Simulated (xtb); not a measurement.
H₄OSe₂Si, SMILES [SiH3]O[Se][SeH]. All values are semi-empirical tight-binding results from xtb (GFN2-xTB unless named), good for trends rather than for accurate numbers. The structure is a stationary point at GFN2-xTB. The structure was generated by enumeration, and PubChem lists no compound with its InChIKey, so it may never have been made. One conformer was computed; it need not be the lowest.

Optimised geometry:

```xyz
8

Se    -0.3324     0.3360     0.9523
Se     1.0713     1.0633    -0.6543
H      2.3466     0.6473    -0.0689
O     -0.5644    -1.4147     0.4882
Si    -1.3210    -2.1360    -0.7689
H     -2.7594    -1.8717    -0.7080
H     -0.9195    -3.5020    -0.4608
H     -0.7805    -1.6266    -2.0339
```
Charge 0, spin multiplicity 1.

| Item | Result |
|---|---|
| orbital gap | 3.21 eV |
| zero-point energy | 21.8 kcal/mol |
| G − E(el) at 298.15 K (modified RRHO) | 0.4 kcal/mol |
| static polarisability (D4 model) | 90.9 bohr³ |
| solvation energy, GFN2-xTB/ALPB(water) | 0.4 kcal/mol |
| solvation energy, GFN2-xTB/ALPB(dmf) | -4.4 kcal/mol |

Computed atomic charges and the Wiberg bond orders between heavy atoms:
charges (e) Se1 0.09, Se2 -0.11, H3 0.14, O4 -0.41, Si5 0.52, H6 -0.08, H7 -0.07, H8 -0.08. Bond orders Se1–Se2 1.40, Se1–O4 1.11, O4–Si5 1.05.
